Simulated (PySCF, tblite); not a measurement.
Species: C4H14BNSi.
Structure used (GFN2-xTB), in Å, numbered top down from 1:
```xyz
21
C4H14BNSi angstrom
B     -1.7017    0.6256    1.5743
C     -1.8846    0.5695    0.0472
C     -3.0913   -0.1979   -0.4844
Si    -0.2863   -0.3241   -0.5498
N      1.0185    0.7581   -0.2997
C      2.3753    0.4584   -0.6905
C      3.1525   -0.3082    0.3762
H     -2.1511   -0.2139    2.2570
H     -1.0707    1.4822    2.0684
H     -1.8532    1.5497   -0.4336
H     -4.0130    0.3294   -0.2390
H     -3.1453   -1.1892   -0.0408
H     -3.0492   -0.3130   -1.5668
H     -0.1750   -1.6574    0.0746
H     -0.3697   -0.5277   -2.0032
H      0.9887    1.3578    0.5117
H      2.8959    1.3958   -0.9172
H      2.3259   -0.1337   -1.6052
H      2.6574   -1.2523    0.5873
H      4.1655   -0.5083    0.0369
H      3.2024    0.2708    1.2961
```

Jobs on this species (21 atoms, 64 electrons) with PySCF (density fitting) and tblite. Hardware of each: one thread of an Intel Xeon 6975P-C, on a shared host. Other jobs ran on the host; a repeat could differ by tens of per cent or more.

```tsv
level and settings	work	basis functions	SCF cycles	wall time
PBE0/pcSseg-1	shieldings, charges and field gradients, density and orbital grids written	196	?	?
GFN2-xTB	L-BFGS relaxation	–	–	1.2 s
GFN2-xTB	Hessian by finite differences	–	–	0.64 s
```

Task: Fill in the missing figures.

Result: 
- PBE0/pcSseg-1; shieldings, charges and field gradients, density and orbital grids written: 30 s, 12 SCF cycles

Task: What do all jobs in the table cost together?

Result: About 32 s; the longest takes about 94 % of that, and about 47 times as long as the shortest.
